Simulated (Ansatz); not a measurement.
`C=C[SiH](N)OC` + `CO[SiH2]N` → `CO[Si@@H](N)[Si@@H](N)OC` + `C=C`  (formal exchange of groups at the Si–C bond)

Calculated with Ansatz (gas phase, PBE0-D4/def2-TZVP geometries, no zero-point term in ΔE). CCSD(T)/CBS adds triple-zeta CCSD(T) − MP2 to the extrapolated MP2 energy (def2 sets, frozen cores). This one scheme is used for every species. DFT in def2-TZVPP. Each species was taken in one conformer, which may not be the lowest.

| level | ΔE (kJ/mol) |
| --- | --- |
| ωB97X-V | 29.4 |
| CCSD/def2-TZVPP | 34.8 |

Question: What does CCSD(T)/CBS give? (Estimate.)

Answer: Computed: +33.3 kJ/mol. The listed levels differ from it by -3.9, 1.5 kJ/mol.

Largest T1 diagnostic among the species: 0.012.

From PBE to PBE0 (25 % exact exchange), in def2-TZVPP and without D4, ΔE moves by +6.3 kJ/mol. The D4 term adds −6.8 kJ/mol with B3LYP and −4.6 kJ/mol with PBE0; it sums over pairs of atoms, weighted by their polarisabilities, and B3LYP, whose exchange is more repulsive, gets the larger term. In def2-TZVPP, CCSD(T) changes the Hartree–Fock value by −14.5 kJ/mol (the triples alone add −2.3 kJ/mol) and MP2 by −7.2 kJ/mol.

B3LYP here is the variant with VWN-RPA as its local correlation; programs differ in this.
